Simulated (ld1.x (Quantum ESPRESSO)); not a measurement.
# antimony TM: all-electron and pseudo phase curves

| Property | Result |
| --- | --- |
| Element | Sb |
| Generator | ld1.x (Quantum ESPRESSO) 7.5 |
| Type | norm-conserving Troullier–Martins (Kleinman–Bylander form) |
| Functional | LDA (PZ) |
| Relativity | scalar-relativistic |
| Frozen core | [Kr] 4d10 |
| Valence charge | 5 |
| Reference configuration | 5s2 5p3 |
| Partial waves | 5s (bound): rc 1.50 bohr; 5p (bound): rc 2.10 bohr |
| Local potential | all-electron potential smoothed inside 1.55 bohr (lloc = -2) |
| Core correction | Bessel-smoothed model core inside 1.50 bohr |

The phase is arctan(r·u′/u) with u = r·R(r), unwrapped; energies in Ry, scanned from -3 to 5 Ry. A pole is an energy at which the radial function vanishes at the test radius. The pseudo phase is shifted by a multiple of π to meet the all-electron one at the reference energy, and phase errors are pseudo minus all-electron; the curves can meet again beyond the range given. Levels narrower than the energy grid can be missing from the lists of poles.

```tsv
channel	radius (bohr)	reference energy (Ry)	poles, all-electron	poles, pseudo	unbroken range about the reference energy with phases within 0.05 rad	phase error 1 Ry above the reference energy (rad)
s	2.31	-0.96	1.16	-0.01, 1.75	below -0.3	-0.307
p	2.31	-0.37	2.71	2.06	below 1.8	-0.019
```

Note: ghost state, extra bound levels that the all-electron valence spectrum of the same l lacks: d at -1.56 eV. A true bound ghost makes a file unfit for plane-wave use.

Phases in the p channel:

| E (Ry) | all-electron | pseudo |
| --- | --- | --- |
| -3.00 | 1.262 | 1.257 |
| -2.52 | 1.220 | 1.214 |
| -2.04 | 1.156 | 1.151 |
| -1.56 | 1.054 | 1.047 |
| -1.08 | 0.860 | 0.854 |
| -0.60 | 0.422 | 0.421 |
| -0.12 | -0.407 | -0.410 |
| 0.36 | -1.007 | -1.021 |
| 0.84 | -1.268 | -1.291 |
| 1.32 | -1.399 | -1.432 |
| 1.80 | -1.478 | -1.527 |
| 2.28 | -1.533 | -1.609 |
| 2.76 | -1.575 | -1.716 |
| 3.24 | -1.610 | -1.995 |
| 3.72 | -1.642 | -3.901 |
| 4.20 | -1.674 | -4.492 |
| 4.68 | -1.707 | -4.614 |
